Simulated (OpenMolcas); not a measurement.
# Levels of Mo+ by method

* Program: OpenMolcas 26.06
* Basis: ANO-RCC-VTZP [7s6p4d2f1g]
* Scalar Hamiltonian: DKH2, point nucleus
* Active space: 5 electrons in 9 orbitals (RAS2 4d 5s; RAS3 5p, at most 2 electrons)
* State averaging: 2S+1 = 6 even, 6 roots; 2S+1 = 4 even, 81 roots kept (CI in the orbitals of an earlier block); 2S+1 = 2 even, 89 roots kept (CI in the orbitals of an earlier block); 2S+1 = 6 odd, 15 roots; 2S+1 = 4 odd, 15 roots kept (CI in the orbitals of an earlier block); 2S+1 = 2 odd, 1 root kept (CI in the orbitals of an earlier block, 0 in the spin-orbit step)
* Spin-orbit coupling: state interaction with AMFI integrals over the reference wave functions, term energies averaged over their components

Methods on the same reference wave functions:
A. RASSCF
B. SS-RASPT2, IPEA 0.25 Eh, imaginary shift 0.1 Eh (closed shells correlated: 4s 4p)
C. MS-RASPT2, IPEA 0.25 Eh, imaginary shift 0.1 Eh (closed shells correlated: 4s 4p)

Energies in cm-1 above 4d5 6S 5/2, the measured ground level; measured values from NIST Handbook of Basic Atomic Spectroscopic Data.

```csv
Level,A,B,C,Measured
4d5 6S 5/2,0.0,0.0,0.0,0.0
4d4 5s 6D 1/2,8934,11500,11500,11783
4d4 5s 6D 3/2,9164,11750,11750,12034
4d4 5s 6D 5/2,9524,12140,12140,12417
4d4 5s 6D 7/2,9991,12620,12620,12900
4d4 5s 6D 9/2,10544,13160,13160,13461
4d4 5s 4D 1/2(1),19191,17940,17940,
4d4 5s 4D 3/2(1) [67 %],19343,18400,18400,
4d4 5s 4D 5/2(1) [68 %],19690,18780,18780,
4d4 5s 4D 7/2(1),20346,18840,18840,
4d5 4G 5/2,20743,16530,16530,15199
4d5 4G 7/2,20846,16630,16630,15331
4d5 4G 9/2,20918,16710,16710,15428
4d5 4G 11/2,20928,16720,16720,15447
4d5 4P 1/2,21142,17130,17130,
4d5 4P 3/2 [66 %],21573,17200,17200,
4d5 4P 5/2 [66 %],21939,17490,17490,
4d4 5s 4H 9/2,26849,27600,27600,
4d4 5s 4H 11/2,27150,27820,27820,
4d4 5s 4F 3/2(1),27394,26860,26860,
4d4 5s 4F 5/2(1),27461,26920,26920,
4d4 5s 4H 13/2,27467,28180,28180,
4d4 5s 4F 7/2(1) [73 %],27585,26870,26870,
4d4 5s 4F 9/2(1),27696,26870,26870,
```

Deviations, from unrounded energies. A percentage is the sum of absolute deviations over the sum of measured energies, with the sign that they share, or ± where signs differ.

| Against measurement | Levels | A | B | C |
| --- | --- | --- | --- | --- |
| mean absolute deviation (cm-1) | 9 | 4100 | 730 | 730 |
| other terms of the ground configuration (%) | 4 | +35.9 | +8.4 | +8.4 |
| other configurations (%) | 5 | -23.1 | -2.3 | -2.3 |

B, C lie about equally close to measurement and A furthest from it. The largest miss of B in the table is 4d5 4G 5/2, by +1300 cm-1. The ranking rests on the paired levels alone, and a cruder setting can come out closer through cancelling errors.

Between B and C no level of the table moves by more than 5 cm-1.

The two smallest mean deviations differ by little beside CASPT2's spread within terms, so their order carries little weight.

From A to B the spin-free energies of the other terms of 4d5 shown, above 6S, scale by factors of 0.80 to 0.82, as is usual when dynamic correlation screens the repulsion within a d or f shell.

The lowest spin-free term lies below A's lowest term by 0.376 hartree in B, 0.376 hartree in C.

CASPT2 breaks the degeneracy within a term, and the mean is taken; among the terms shown or strongly mixed into the levels shown the widest spread is 100 cm-1 (4d4 5s 4F(1), C). Some high roots are left out of the spin-orbit mixing, which shifts the levels that they would mix with. Terms from blocks run as CI alone lack orbitals of their own. Configurations are named by rounded mean occupations; where the s occupation lies near a half they are strongly mixed, a name can repeat and a true partner stay unpaired. A single d shell beside an s shell can misplace configurations of different d count against each other. Without dynamic correlation excited terms often stand tens of per cent too high (terms of higher spin than the ground term too low), and those without a measured partner can miss by more than the paired ones (holds for A). Blocks of more than 70 roots (2S+1 = 4 even, 2 even) ran without multistate coupling (holds for C). Measured partners are found by configuration, term and J. A level has none where our copy of the source lacks it or the pairing is in doubt (some pairs that miss far off the trend of their configuration count as doubtful), and it then counts in no deviation. Levels of configurations outside the active space are missing. Levels that lie high or do not pair safely by name in every column are left out.

A share in square brackets marks a mixed level and gives the weight of the term that names it, the lowest over the columns. A number in round brackets counts repeated terms of one configuration in the order of the reference energies.
